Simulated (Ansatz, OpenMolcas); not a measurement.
InPH6 (SMILES [PH3+][InH3-]): methods side by side

The species is InPH6 (8 atoms), meant as a singlet with charge 0. As SMILES, `[PH3+][InH3-]`. The coordinates come from a PBE0-D4/def2-TZVP relaxation.

```xyz
8

P    -0.5933    0.0626   -1.0266
In    0.8220   -0.0999    1.3628
H    -1.9975   -0.0772   -1.0218
H    -0.3189   -0.8557   -2.0621
H    -0.5268    1.2405   -1.8008
H     0.0233    1.2408    2.1119
H     2.3761    0.1407    0.6389
H     0.3074   -1.7088    1.7418
```

Quantity: the electronic atomisation energy, in eV. The values are calculated. Electronic energies at fixed atoms, without zero-point motion or spin-orbit coupling.

| level | kind | program | value (eV) | less CCSD(T)/def2-SVP |
| --- | --- | --- | --- | --- |
| SVWN5/def2-SVP (core potential) | LDA | OpenMolcas | 20.61 | +3.41 |
| PBE/def2-SVP (core potential) | GGA | OpenMolcas | 17.86 | +0.66 |
| r2SCAN/def2-SVP (core potential) | meta-GGA | OpenMolcas | 18.20 | +1.00 |
| B3LYP/def2-SVP (core potential) | global hybrid | OpenMolcas | 18.13 | +0.93 |
| PBE0/def2-SVP (core potential) | global hybrid | Ansatz | 17.87 | +0.67 |
| wB97X/def2-SVP (core potential) | range-separated hybrid | Ansatz | 18.54 | +1.34 |
| B2PLYP/def2-SVP (core potential) | double hybrid | Ansatz | 17.76 | +0.56 |
| MP2/def2-SVP (core potential) | perturbation theory | Ansatz | 16.58 | -0.62 |
| CCSD(T)/def2-SVP (core potential) | coupled cluster or CI | OpenMolcas | 17.20 | 0.00 |
| CCSD/def2-SVP (core potential) | coupled cluster or CI | Ansatz | 17.08 | -0.12 |

Differences are taken from CCSD(T)/def2-SVP (core potential) for orientation; it has basis-set and higher-order errors of its own. Correlated wave functions underbind in double-zeta sets. The values span 16.58 to 20.61 eV. In the correlated wave-function rows the outer d shell of In is correlated, in sets not made for it.
